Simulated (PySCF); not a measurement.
CH3ClF2Ge, SMILES [CH3][Ge]([F])([F])[Cl].

Coordinates come from a PBE0-D3(BJ)/def2-SVP optimisation. This is a generated structure with no PubChem entry under its InChIKey; it may be hypothetical.

The numbers are results of TDDFT-PBE/def2-SVPD run with PySCF, not measurements.

Vertical excitations. Isolated molecule, no solvent. State labels are in the subgroup Cs.

Q: Estimate the UV-visible absorptions. (The exact figures need the calculation; the answer reports its results.)

A: 
```json
[
 {"state": "S1", "symmetry": "A'", "energy (eV)": "6.75", "λ (nm)": "184", "f": "0.042", "main pairs": "HOMO→LUMO 97 %"},
 {"state": "S2", "symmetry": "A\"", "energy (eV)": "6.76", "λ (nm)": "184", "f": "0.014", "main pairs": "HOMO−1→LUMO 99 %"},
 {"state": "S3", "symmetry": "A'", "energy (eV)": "7.58", "λ (nm)": "164", "f": "0.160", "main pairs": "HOMO−2→LUMO 89 %"},
 {"state": "S4", "symmetry": "A\"", "energy (eV)": "7.99", "λ (nm)": "155", "f": "0.010", "main pairs": "HOMO−3→LUMO 95 %"},
 {"state": "S5", "symmetry": "A\"", "energy (eV)": "8.14", "λ (nm)": "152", "f": "0.004", "main pairs": "HOMO→LUMO+2 89 %"},
 {"state": "S6", "symmetry": "A'", "energy (eV)": "8.16", "λ (nm)": "152", "f": "0.005", "main pairs": "HOMO→LUMO+1 97 %"},
 {"state": "S7", "symmetry": "A\"", "energy (eV)": "8.19", "λ (nm)": "151", "f": "0.000", "main pairs": "HOMO−5→LUMO 96 %"},
 {"state": "S8", "symmetry": "A\"", "energy (eV)": "8.23", "λ (nm)": "151", "f": "0.000", "main pairs": "HOMO−1→LUMO+1 90 %"},
 {"state": "S9", "symmetry": "A'", "energy (eV)": "8.24", "λ (nm)": "150", "f": "0.019", "main pairs": "HOMO−4→LUMO 58 %, HOMO−1→LUMO+2 39 %"},
 {"state": "S10", "symmetry": "A'", "energy (eV)": "8.37", "λ (nm)": "148", "f": "0.023", "main pairs": "HOMO→LUMO+3 44 %, HOMO−1→LUMO+2 28 %, HOMO−4→LUMO 24 %"},
 {"state": "T1", "symmetry": "A'", "energy (eV)": "6.27", "λ (nm)": "198", "f": "0", "main pairs": "HOMO→LUMO 99 %"},
 {"state": "T2", "symmetry": "A\"", "energy (eV)": "6.37", "λ (nm)": "195", "f": "0", "main pairs": "HOMO−1→LUMO 99 %"},
 {"state": "T3", "symmetry": "A'", "energy (eV)": "6.86", "λ (nm)": "181", "f": "0", "main pairs": "HOMO−2→LUMO 99 %"},
 {"state": "T4", "symmetry": "A\"", "energy (eV)": "7.70", "λ (nm)": "161", "f": "0", "main pairs": "HOMO−3→LUMO 99 %"}
]
```
Triplets are in the Tamm–Dancoff approximation, which puts them higher than full response would, so one can lie above its singlet here.
